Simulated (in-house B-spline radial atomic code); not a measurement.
**Two electrons outside the [Ne] 3s2 3p6 core: Ag27+**

Computed with an all-electron radial atomic-structure program (B-spline basis): configuration interaction (CI) of the two valence electrons in the field of the frozen Dirac-Fock core, alone and with many-body perturbation theory for the core (screened one- and two-electron correlation potentials), Breit and QED terms; no-pair Dirac Hamiltonian, finite nucleus. Labels give the configuration (outer n counted up each series) and the leading LS term, or the jj pair where no LS term holds 70 %.

Excitation energies (cm⁻¹):

```json
{"level": "3d2 3F2", "purity of the LS term": "0.871", "CI alone": "0", "CI + MBPT + Breit + QED": "0"}
{"level": "3d2 3F3", "purity of the LS term": "1.0", "CI alone": "?", "CI + MBPT + Breit + QED": "?"}
{"level": "3d2 3P0", "purity of the LS term": "0.902", "CI alone": "85704", "CI + MBPT + Breit + QED": "81858"}
{"level": "3d2 3F4", "purity of the LS term": "0.825", "CI alone": "96738", "CI + MBPT + Breit + QED": "93468"}
{"level": "3d2 (3/2,5/2)2", "purity of the LS term": "0.461 (1D)", "CI alone": "106048", "CI + MBPT + Breit + QED": "101480"}
{"level": "3d2 3P1", "purity of the LS term": "1.0", "CI alone": "?", "CI + MBPT + Breit + QED": "?"}
{"level": "3d2 1G4", "purity of the LS term": "0.824", "CI alone": "167614", "CI + MBPT + Breit + QED": "162803"}
{"level": "3d2 (5/2,5/2)2", "purity of the LS term": "0.554 (3P)", "CI alone": "179840", "CI + MBPT + Breit + QED": "173507"}
{"level": "3d2 1S0", "purity of the LS term": "0.9", "CI alone": "301546", "CI + MBPT + Breit + QED": "295498"}
```

Task: Where does 3d2 3F3 lie?

Result: 55276 cm⁻¹ in CI alone and 54074 cm⁻¹ with all corrections.

Task: Where does 3d2 3P1 lie?

Result: 120834 cm⁻¹ in CI alone and 115988 cm⁻¹ with all corrections.

Task: What is the first ionisation energy?

Result: 1461.3 eV to the 3d3/2 state of the next ion (1456.6 eV from CI alone). NIST lists 1460 ± 4 eV (tabulated theory).
